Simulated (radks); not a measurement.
The numbers below are computed, except where a source is named.
All-electron atom: Os in [Xe] 4f14 5d7 6s1 (not the ground configuration).

Level of theory: scalar-relativistic Kohn-Sham, PBE, spin-unpolarised, spherical densities, point nucleus (a radial shooting solver on a logarithmic mesh with Libxc functionals).

Energy parts (eV):
| part | energy |
|---|---|
| total | -469500.96 |
| kinetic | 520509.15 |
| electron-nucleus | -1163898.98 |
| Hartree | 183093.88 |
| exchange-correlation | -9205.01 |

Orbitals (lengths in bohr, moments of r in powers of bohr; <r^-3> diverges for s and p1/2; r(max) is where P^2 peaks):
orbital,occ.,eigenvalue (eV),<r^2>,<r^-3>,<r^4>,r(max)
1s,2,-73878.55,0.0004332,-,5.117e-07,0.01102
2s,2,-12864.42,0.006639,-,0.00007619,0.06338
2p,6,-11199.92,0.005532,21900,0.00006063,0.05219
3s,2,-2991.878,0.04298,-,0.002781,0.1787
3p,6,-2503.232,0.04388,4936,0.003018,0.1774
3d,10,-1957.819,0.03637,625.9,0.002327,0.1445
4s,2,-629.4831,0.2104,-,0.06410,0.4048
4p,6,-469.2445,0.2400,1163,0.08558,0.4251
4d,10,-270.4192,0.2767,127.3,0.1227,0.4346
4f,14,-49.5417,0.3828,22.93,0.3257,0.4056
5s,2,-89.1892,1.140,-,1.909,0.9138
5p,6,-48.6323,1.564,178.3,3.774,1.032
5d,7,-4.7045,4.439,8.612,44.07,1.373
6s,1,-5.4307,10.95,-,201.3,2.529

The highest occupied level is 5d at -4.704 eV. The density falls to 0.001 e/bohr^3 at r = 4.53 bohr. Summed over all electrons, <r^2> = 64.44 bohr^2, which gives a Langevin (diamagnetic) susceptibility term of -51 x 10^-6 cm^3/mol.
